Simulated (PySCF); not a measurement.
Computed with PySCF with PBE-D3(BJ)/def2-TZVP // TPSS-D3(BJ)/def2-SVP. Isolated molecules, 0 K electronic values unless said otherwise. 

Reference species: [Cd(Cl)(F)] (neutral, multiplicity 1).

```yaml
LUMO: -3.33 eV
HOMO: -7.69 eV
coordination_number: 2
mean_distance_from_the_central_atom_to_its_bonded_neighbours: 2.109 Å
```

Changed species: [Cd(Cl)2] (0 of 2 Cl replaced by F; the reference has 1 of 2 Cl replaced by F).

Task: Give the shifts of the LUMO, HOMO, coordination number and mean distance from the central atom to its bonded neighbours.

Result: the LUMO rises by 0.10 eV, to -3.23 eV; the HOMO rises by 0.17 eV, to -7.52 eV; the coordination number hardly moves; the mean distance from the central atom to its bonded neighbours goes up by 0.180 Å, to 2.289 Å.
